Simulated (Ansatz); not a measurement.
Consider the cleavage of the B–In bond: `[BH2][InH][F]` + `O[SiH2]S` → `BO[SiH2]S` + `[F][InH2]`.

Calculated with Ansatz (gas phase, PBE0-D4/def2-TZVP geometries, no zero-point term in ΔE). CBS: MP2 limit from def2 TZ/QZ plus the TZ coupled-cluster correction, frozen cores. Elements past krypton have def2 core potentials. For In outer-core shells are correlated without core-valence functions, which leaves a few kJ/mol of doubt a bond. One conformer a species, not always the lowest.

```json
{"level": "HF/def2-SVP", "ΔE (kJ/mol)": "-164.1"}
{"level": "MP2/def2-SVP", "ΔE (kJ/mol)": "-171.9"}
{"level": "MP2/def2-TZVPP", "ΔE (kJ/mol)": "-142.0"}
{"level": "MP2/def2-QZVPP", "ΔE (kJ/mol)": "-140.6"}
```

(1) What does CCSD(T)/CBS give? (Best estimate.)

(2) What do rigid-rotor, harmonic-oscillator terms from PBE0-D4/def2-TZVP frequencies (298.15 K, 1 bar) make of the CCSD(T)/CBS value? (An estimate is asked.)

Largest T1 diagnostic among the species: 0.016.

Results:

(1) Ansatz gave: -139.2 kJ/mol. The listed levels differ from it by -24.9, -32.7, -2.8, -1.4 kJ/mol.

(2) Computed: ΔZPE = -4.8 kJ/mol, ΔH = -144.5 kJ/mol, ΔS = -10 J/(mol·K), ΔG = -141.6 kJ/mol. Modes under 50 cm⁻¹ make the entropy rough.

At CCSD(T), def2-SVP lies −29.0 kJ/mol from the extrapolated value and def2-TZVPP −3.1 kJ/mol. From BLYP to BHLYP (50 % exact exchange), in def2-TZVPP and without D4, ΔE moves by −7.2 kJ/mol.
